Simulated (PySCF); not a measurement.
Si(H)(I)2(Me) (CH₄I₂Si), SMILES C[SiH](I)I. The structure is a stationary point at B3LYP-D3(BJ)/def2-SVP. The def2 effective core potentials stand for the cores of I; spin–orbit coupling is left out.

Computed equilibrium geometry at B3LYP-D3(BJ)/def2-SVP (PySCF confirms it by a frequency run) as bond lengths and angles, and its point group:
point group Cs.
Atoms: Si1 C2 I3 I4 H5 H6 H7 H8. Bonds (Å): Si1–C2 1.870, Si1–I3 2.470, Si1–I4 2.470, Si1–H5 1.484, C2–H6 1.102, C2–H7 1.102, C2–H8 1.100. Angles (°): C2–Si1–I3 109.4, C2–Si1–I4 109.4, C2–Si1–H5 113.1, I3–Si1–I4 110.6, I3–Si1–H5 107.1, I4–Si1–H5 107.1, Si1–C2–H6 109.8, Si1–C2–H7 109.8, Si1–C2–H8 110.3, H6–C2–H7 109.2, H6–C2–H8 108.8, H7–C2–H8 108.8.
Charge 0, spin multiplicity 1.
